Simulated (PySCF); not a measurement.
How methods differ on the ionisation energy of N+

N+ [He] 2s2 2p2 (3P) → N(2+) [He] 2s2 2p1 (2P), as a difference of total energies. Computed with PySCF 2.14 in Sapporo-DZP-2012 (4s3p1d, 18 functions), with scalar relativity by spin-free X2C-1e. Correlated levels: valence: 1s2 frozen. The calculations carry no spin-orbit coupling.

```
           method  ionisation energy (eV)
              UHF                  29.171
             TPSS                  29.827
           M06-2X                  29.685
    MP2 (valence)                  29.450
SCS-MP2 (valence)                  29.337
   CCSD (valence)                  29.285
CCSD(T) (valence)                  29.292
```

Errors of the correlated levels include the incompleteness of this basis and the frozen core.

**Question.** Which method comes closest to the reference value, and which is furthest?

**Answer.** The reference is 29.601 eV (semi-empirical (NIST evaluation); NIST Atomic Spectra Database, ionization energies). Closest: M06-2X (error 0.084 eV); furthest: UHF (error -0.430 eV).
